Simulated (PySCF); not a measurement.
hydronium (H3O), SMILES [OH3+], charge +1. Atoms are numbered in the order given.

```xyz
4

O      0.0000     0.0000     0.0757
H      0.8132     0.4695    -0.2018
H      0.0000    -0.9390    -0.2018
H     -0.8132     0.4695    -0.2018
```
Charge +1, spin multiplicity 1.

The structure is a stationary point at PBE0-D3(BJ)/def2-TZVPD.

All values below come from PBE0/pcSseg-2 (PySCF).

GIAO shieldings, no solvent; atoms alike by connectivity are averaged. δ = σ(ref) − σ: ¹⁷O against H2O (σ = 327.8 ppm); ¹H against TMS (σ = 31.54 ppm), references at their B3LYP-D3(BJ)/def2-TZVP geometries, non-relativistic.

Computed chemical shifts:
| nucleus | atoms | count | δ (ppm) |
|---|---|---|---|
| ¹⁷O | O1 | 1 | 22.8 |
| ¹H | H2, H3, H4 | 3 | 7.57 |
